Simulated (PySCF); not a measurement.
CHF, SMILES [CH]F at its CAM-B3LYP/def2-SVP optimised geometry (Å):

```
3

C     -0.5236    -0.5522     0.0000
F      0.7704    -0.5522     0.0000
H     -0.7704     0.5522     0.0000
```

Calculation: PySCF 2.14.0 with CAM-B3LYP/def2-TZVP. Cells within 0.4 Å of a nucleus heavier than hydrogen are left out (blank, or x).

Map of the electron localisation function on the plane z = 0.0 Å:

```
|0000000000000000000000000000000|
|0000000000000000000000000000000|
|0000000000000000000000000000000|
|0000000000000000000000000000000|
|0000000001111100000000000000000|
|0000000124566431000000000000000|
|0000001468999863100000000000000|
|0000014799999985100000000000000|
|0000036999999996100000000000000|
|0000147999999996100000000000000|
|0000148999999996100000000000000|
|0000037999999995000011110000000|
|0000026899999994001244321000000|
|0000014799999983013666542100000|
|0000002589999972146887653100000|
|0000002468999963468888763100000|
|000001346786xx4567xx88864200000|
|00012356776xxxx687xxx8864200000|
|00124678997xxxx78xxxx8864200000|
|00246889999xxx2677xxx8864200000|
|0036899999998754578898764100000|
|0037999999999963357888753100000|
|0037999999999962136777642100000|
|0026999999999961013555431000000|
|0014899999999951001233211000000|
|0002689999999851000011100000000|
|0000379999999741000000000000000|
|0000136899998620000000000000000|
|0000002468887420000000000000000|
|0000000123443210000000000000000|
|0000000000010000000000000000000|
```
Scale: ten equal steps from 0.000 (start of '0') to 1.000 (end of '9'), in the order '0123456789'; x runs from -3.00 to 3.00, y from -3.00 (bottom) to 3.00 (top).
